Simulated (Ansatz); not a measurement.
Reactions of CH$_{4}$FISi, SMILES `FC[SiH2]I`.

Gas-phase electronic energies from Ansatz, PBE0-D4/def2-TZVP geometries. CCSD(T)/CBS is the MP2 limit (def2-TZVPP, def2-QZVPP) plus CCSD(T) − MP2 in def2-TZVPP, frozen cores. This one scheme is used for every species. Triplets are unrestricted, without spin–orbit coupling. def2 core potentials past Kr. For I outer-core shells are correlated without core-valence functions, which leaves a few kJ/mol of doubt a bond. Each species was taken in one conformer, which may not be the lowest.

Q: Order these by ΔE at CCSD(T)/CBS, lowest first. (Estimate.)
A. `FC[SiH2]I` + `CBN` → `CBNCF` + `[SiH3]I`
B. `FC[SiH2]I` + H–F → `FC[SiH2]F` + HI
C. `FC[SiH2]I` + `O[SiH3]` → `FC[SiH2]O[SiH3]` + HI
D. `FC[SiH2]I` + CH₃SH → `CS[SiH2]I` + `CF`
E. `FC[SiH2]I` → `[CH2]` (triplet) + `F[SiH2]I`
F. `FC[SiH2]I` + CH₃OH → `CO[SiH2]CF` + HI
G. `FC[SiH2]I` + H–F → `F[SiH2]I` + `CF`

A: G (-148.8 kJ/mol), D (-86.9 kJ/mol), B (-40.4 kJ/mol), C (-23.8 kJ/mol), F (-5.5 kJ/mol), A (+15.6 kJ/mol), E (+229.1 kJ/mol).

Largest T1 diagnostic: 0.012, for `CBNCF`.
